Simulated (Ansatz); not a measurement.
A nudged elastic band was laid between two geometries of CH5NSSi (9 atoms, charge 0, multiplicity 1).

Theory: RKS PBE0-D4/def2-SVP in Ansatz 0.2.0.

```yaml
movable_images: 7
climbing_image: yes
spring: 5.0 eV/Å²
optimiser: quadratic models (default)
start_path: through a guess of the saddle point
force_threshold: 0.05 eV/Å
iteration_limit: 60
end_points: relaxed
```

Initial state:

```xyz
9
Properties=species:S:1:pos:R:3
Si 0.234 1.281 0.197
N -0.344 -0.388 0.332
C -0.037 -1.414 -0.492
S -0.565 -2.953 -0.352
H -0.071 1.814 -1.161
H -0.504 2.034 1.248
H 1.705 1.359 0.433
H -0.965 -0.657 1.094
H 0.636 -1.121 -1.318
```

Final state:

```xyz
9
Properties=species:S:1:pos:R:3
Si 0.190 1.488 0.328
N -0.331 -0.213 0.348
C 0.214 -0.961 -0.605
S -0.316 -2.607 -0.562
H -0.185 2.119 -0.965
H -0.546 2.147 1.451
H 1.656 1.579 0.562
H -1.002 -0.566 1.046
H 0.407 -3.031 -1.620
```

Problem. What changes between the two ends?

Solution. Bonds broken: C3–H9. Bonds formed: S4–H9.

Problem. What energy profile does the band end with?

Solution. The forces met the threshold. The highest image is number 4 of 0 to 8, 2.98 eV above the first end and 1.24 eV above the last; the last end lies 1.74 eV above the first. Neighbouring images differ by up to 1.5 eV, so the band resolves the path poorly. A vibrational analysis at the climbing image gives one clearly imaginary mode, 1565i cm⁻¹: a first-order saddle point. The orbitals stay closed-shell, which can raise the energy where a bond breaks towards radicals; this wasn't checked here.

```tsv
image	path coordinate (Å)	energy (eV)	C3–H9 (Å)	S4–H9 (Å)
0	0.00	0.00	1.10	2.39
1	0.36	0.03	1.10	2.37
2	0.72	0.53	1.10	2.13
3	1.09	1.98	1.17	1.79
4	1.45	2.98	1.41	1.48
5	1.75	2.52	1.72	1.36
6	2.05	1.96	2.03	1.34
7	2.35	1.76	2.27	1.35
8	2.66	1.74	2.31	1.35
```

Problem. What is the geometry of the highest image?

Solution. 
```xyz
9
Properties=species:S:1:pos:R:3
Si 0.199 1.403 0.267
N -0.358 -0.287 0.342
C 0.108 -1.152 -0.544
S -0.396 -2.811 -0.520
H -0.195 2.014 -1.030
H -0.490 2.095 1.396
H 1.675 1.460 0.447
H -1.033 -0.617 1.048
H 0.579 -2.151 -1.422
```

Time of the run: 2.2 min on 2 threads of Arm Neoverse V2, with other jobs on the host, peak memory 0.18 GiB.
